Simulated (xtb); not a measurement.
OPb, SMILES [O]=[Pb] (connectivity only; charge and spin as stated), neutral, multiplicity 1. All values are semi-empirical tight-binding results from xtb (GFN2-xTB unless named), good for trends rather than for accurate numbers. The structure is a stationary point at GFN2-xTB.

Optimised geometry:

```xyz
2

Pb     0.0000     0.0000    -0.1706
O      0.0000     0.0000     1.7490
```

For metal compounds this method's bond lengths and energies can be far off.

```yaml
point_group_as_xtb_finds_it: C∞v
orbital_gap: 3.12 eV
```

Give the atomic charges and the Wiberg bond orders between heavy atoms. (Estimate from the structure and the level; the computed values follow.)

charges (e) Pb1 0.63, O2 -0.63. Bond orders Pb1–O2 2.11.
